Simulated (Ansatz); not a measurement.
Mulliken charges of C$_{2}$H$_{5}$Te, SMILES `[CH2][Te]C` radical from B3LYP/def2-TZVPP in Ansatz (PBE0-D4/def2-TZVP geometry).

```
atom   x (Å)   y (Å)   z (Å)  charge (e)
  C1  -0.765   0.931  -1.236      -0.439
 Te2   0.322   1.303   0.435       0.314
  C3   0.620  -0.743   0.956      -0.493
  H4  -0.974  -0.085  -1.540       0.096
  H5  -1.133   1.761  -1.822       0.100
  H6   1.210  -0.768   1.871       0.135
  H7   1.160  -1.243   0.154       0.144
  H8  -0.346  -1.214   1.126       0.144
```

Q: By hand: the dipole of these point charges (1 e Å = 4.8032 D).

A: Σ q r = (0.205, 0.077, 0.315) e Å, of length 0.384 e Å = 1.84 D.

Q: How does the dipole of the full density compare? (Estimate.)

A: Computed: (0.066, -0.201, 0.108) e Å, 1.14 D; the point charges give 1.61 times that, at 69° from its direction.

Point charges leave out the atoms' own dipoles, such as those of lone pairs, and Mulliken's split depends on the basis, so the two needn't agree.

B3LYP here is the variant with VWN-RPA as its local correlation; programs differ in this.
